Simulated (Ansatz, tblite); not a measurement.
Ligand exchange: C2H2ClF + I2 → C2H2FI + ICl

Species: C2H2ClF (1-chloro-2-fluoroethylene) `F/C=C/Cl`, singlet; I2 (iodine), singlet; C2H2FI `F/C=C/I`, singlet; ICl, singlet. The partners trade Cl for I: C–Cl and I–I bonds give way to C–I and I–Cl.

Shapes, held fixed at every level: PBE0-D4/def2-TZVP. Programs: Ansatz 0.2.0, tblite 0.8.0. The zero-point and thermal change to 298 K, harmonic and unscaled (PBE0-D4/def2-TZVP), is -1.5 kJ/mol.

| level | kind | ΔH(298 K) (kJ/mol) | less CCSD(T)/def2-TZVPP |
| --- | --- | --- | --- |
| GFN1-xTB | semi-empirical | +60.5 | +9.6 |
| HF/def2-SVP | Hartree–Fock | +75.1 | +24.2 |
| HF/def2-TZVPP | Hartree–Fock | +67.2 | +16.3 |
| r2SCAN-D4/def2-TZVPP | meta-GGA | +59.7 | +8.8 |
| r2SCAN0-D4/def2-TZVPP | global hybrid | +63.6 | +12.7 |
| wB97M-V/def2-TZVPP | range-separated hybrid | +56.6 | +5.7 |
| MP2/def2-SVP | perturbation theory | +72.8 | +21.9 |
| CCSD(T)/def2-TZVPP | coupled cluster or CI | +50.9 | 0.0 |

The highest level, CCSD(T)/def2-TZVPP, gives ΔH(298 K) = +50.9 kJ/mol; the levels span +50.9 to +75.1. The column of differences is taken from that level and isn't an error. No measured value is set beside it here. For atoms past krypton def2 sets carry core potentials with scalar relativity. Outer-core shells of I are correlated, in sets that cover them unevenly. CCSD(T)/def2-TZVPP lies outside the range of all other levels here, so it shouldn't be taken on trust.
